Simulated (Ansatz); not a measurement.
`S[SiH2][GeH3]` and `F[SiH2][GeH3]` differ in one atom or group.

Ansatz, PBE0-D4/def2-TZVP geometries, multiplicity 1. Each molecule was computed in one conformer, which needn't be the lowest.

Scalar relativity is left out up to krypton.

```json
{"property": "LUMO energy (PBE/def2-TZVPP) / eV", "`S[SiH2][GeH3]`": "-1.09"}
{"property": "HOMO energy (PBE0/def2-TZVPP) / eV", "`S[SiH2][GeH3]`": "-7.32"}
{"property": "LUMO energy (ωB97M-V/def2-TZVPP) / eV", "`S[SiH2][GeH3]`": "1.50"}
{"property": "HOMO energy (PBE/def2-TZVPP) / eV", "`S[SiH2][GeH3]`": "-6.16"}
{"property": "HOMO–LUMO gap (PBE/def2-TZVPP) / eV", "`S[SiH2][GeH3]`": "5.07"}
{"property": "size of the dipole moment (ωB97M-V/def2-TZVPP) / D", "`S[SiH2][GeH3]`": "0.90"}
```

(1) What does the change do to each property? (Estimate.)

## Answers

(1) The calculation gave: 
```json
{"property": "LUMO energy (PBE/def2-TZVPP) / eV", "`F[SiH2][GeH3]`": "-1.38", "shift": "-0.29"}
{"property": "HOMO energy (PBE0/def2-TZVPP) / eV", "`F[SiH2][GeH3]`": "-8.33", "shift": "-1.01"}
{"property": "LUMO energy (ωB97M-V/def2-TZVPP) / eV", "`F[SiH2][GeH3]`": "1.25", "shift": "-0.25"}
{"property": "HOMO energy (PBE/def2-TZVPP) / eV", "`F[SiH2][GeH3]`": "-7.15", "shift": "-0.99"}
{"property": "HOMO–LUMO gap (PBE/def2-TZVPP) / eV", "`F[SiH2][GeH3]`": "5.77", "shift": "0.70"}
{"property": "size of the dipole moment (ωB97M-V/def2-TZVPP) / D", "`F[SiH2][GeH3]`": "1.15", "shift": "0.25"}
```

With PBE0 the HOMO falls by 1.01 eV and the LUMO falls by 0.27 eV, so the gap widens by about 0.74 eV. PBE moves the HOMO by -0.99 eV and ωB97M-V by -0.97 eV. The zero-point energy changes by -18.0 kJ/mol with -3 modes. Dipoles are sizes alone; their direction can turn.
